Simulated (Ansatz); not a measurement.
[HoCl6]3- (HoCl6³⁻), 7 atoms. Hardware: 4 threads of Arm Neoverse V2 on a shared host.

In the def2 sets Ho takes a core potential; there is no spin–orbit coupling. Correlated methods freeze 34 core orbitals; core or outer-core shells of Ho are correlated, in sets that lack core-valence functions. With an open 4f shell the SCF may have ended on a state above the lowest. A multiply charged anion in the gas phase is held together partly by the finite basis.

**Question.** How many basis functions does each of these Ansatz runs have, and roughly what does it cost? PBE0-D4/def2-SVP, charge -3 quintet, energy, from earlier orbitals; PBE0-D4/def2-TZVP, charge -3 quintet, energy and forces, from earlier orbitals; MP2/def2-TZVP, charge -3 quintet, energy, from earlier orbitals; PBE-D4/def2-SVP, charge -3 quintet, energy, from earlier orbitals; r2SCAN-D4/def2-TZVP, charge -3 quintet, energy and forces, from earlier orbitals; PBE0-D4/def2-SVP, charge -3 quintet, energy with a search over starts; PBE-D4/def2-TZVP, charge -3 quintet, energy, from earlier orbitals; B3LYP-D4/def2-TZVP, charge -3 quintet, energy, from earlier orbitals; r2SCAN-D4/def2-SVP, charge -3 quintet, relaxation, 2 steps; LC-ωPBE/def2-TZVP, charge -3 quintet, energy, from earlier orbitals.

**Answer.** Other jobs shared the machine, so times can vary by a factor of up to 3.

```csv
run,functions,fitting or Cholesky vectors,wall time,peak host memory (GiB)
"PBE-D4/def2-SVP, charge -3 quintet, energy, from earlier orbitals",185,1808,50 s,0.71
"PBE0-D4/def2-SVP, charge -3 quintet, energy, from earlier orbitals",185,1537,80 s,1.7
"LC-ωPBE/def2-TZVP, charge -3 quintet, energy, from earlier orbitals",314,2221,97 s,2.5
"MP2/def2-TZVP, charge -3 quintet, energy, from earlier orbitals",314,1852,2.3 min,2.3
"PBE-D4/def2-TZVP, charge -3 quintet, energy, from earlier orbitals",314,2221,2.5 min,1.7
"PBE0-D4/def2-SVP, charge -3 quintet, energy with a search over starts",185,1537,3.9 min,1.7
"r2SCAN-D4/def2-SVP, charge -3 quintet, relaxation, 2 steps",185,1808,4.3 min,0.89
"B3LYP-D4/def2-TZVP, charge -3 quintet, energy, from earlier orbitals",314,2354,5.2 min,2.4
"r2SCAN-D4/def2-TZVP, charge -3 quintet, energy and forces, from earlier orbitals",314,2221,7.3 min,1.9
"PBE0-D4/def2-TZVP, charge -3 quintet, energy and forces, from earlier orbitals",314,2412,16 min,2.6
```
